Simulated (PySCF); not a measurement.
**Bonding in `CC#CCN(C)[SiH3]`**

Compound: C5H11NSi.
Atom-mapped SMILES: `[CH3:1][C:2]#[C:3][CH2:4][N:5]([CH3:6])[SiH3:7]` (hydrogens: H8, H9, H10 on C1; H11, H12 on C4; H13, H14, H15 on C6; H16, H17, H18 on Si7)

Geometry (GFN2-xTB, Å), atoms numbered from 1 in this order:
```xyz
18
C5H11NSi angstrom
C      3.2126   -0.9505    0.0761
C      1.8123   -0.8033    0.4130
C      0.6628   -0.6962    0.7365
C     -0.7469   -0.5008    1.0413
N     -1.4430    0.2838    0.0413
C     -1.6270   -0.4323   -1.1962
Si    -1.3615    2.0019    0.0682
H      3.3177   -1.3441   -0.9349
H      3.6920   -1.6376    0.7732
H      3.7132    0.0161    0.1331
H     -0.8311    0.0115    2.0041
H     -1.2350   -1.4822    1.1268
H     -0.6707   -0.7016   -1.6595
H     -2.1887   -1.3537   -1.0115
H     -2.1888    0.1842   -1.8934
H     -1.5105    2.3655    1.4773
H     -2.4917    2.4406   -0.7506
H     -0.1245    2.6050   -0.4564
```

Bond orders from the PBE0/pcSseg-1 density (PySCF). One conformer (not necessarily the lowest) at the GFN2-xTB geometry, without solvent, vibrations or thermal averaging.

Problem. How far do the computed orders between heavy atoms stray from the drawn ones?

Solution. The largest departure is 0.346, at C2–C3 (drawn triple, 2.654). Drawn single, order above 1.12: C1–C2 (1.210). Drawn double or triple, more than 0.30 short of the drawn order: C2–C3 (2.654).

Problem. Give the Mayer order of every bond, beside its length.

Solution. 
| bond | drawn as | length (Å) | Mayer order |
| --- | --- | --- | --- |
| C1–C2 | single | 1.448 | 1.210 |
| C2–C3 | triple | 1.199 | 2.654 |
| C3–C4 | single | 1.456 | 1.044 |
| C4–N5 | single | 1.449 | 0.985 |
| N5–C6 | single | 1.442 | 0.956 |
| N5–Si7 | single | 1.720 | 0.972 |
| C1–H8 | single | 1.090 | 0.926 |
| C1–H9 | single | 1.090 | 0.931 |
| C1–H10 | single | 1.090 | 0.929 |
| C4–H11 | single | 1.094 | 0.937 |
| C4–H12 | single | 1.099 | 0.931 |
| C6–H13 | single | 1.096 | 0.954 |
| C6–H14 | single | 1.095 | 0.961 |
| C6–H15 | single | 1.087 | 0.966 |
| Si7–H16 | single | 1.463 | 0.938 |
| Si7–H17 | single | 1.463 | 0.937 |
| Si7–H18 | single | 1.473 | 0.892 |

By pair of heavy elements: C–C: lowest C3–C4 (1.044, 1.456 Å), highest C2–C3 (2.654, 1.199 Å). C–N: lowest N5–C6 (0.956, 1.442 Å), highest C4–N5 (0.985, 1.449 Å); in 1 of the 1 pairs the longer bond (by over 0.003 Å) has the higher order (by 0.02 or more).

Problem. Sum the orders of all bonds at each heavy atom with more than one neighbour and set the sums beside the valence in the SMILES.

Solution. C1 3.996 (drawn 4), C2 3.864 (drawn 4), C3 3.698 (drawn 4), C4 3.897 (drawn 4), N5 2.913 (drawn 3), C6 3.837 (drawn 4), Si7 3.739 (drawn 4). Orders between atoms that aren't bonded are not in these sums.

Mayer orders depend on the basis set.
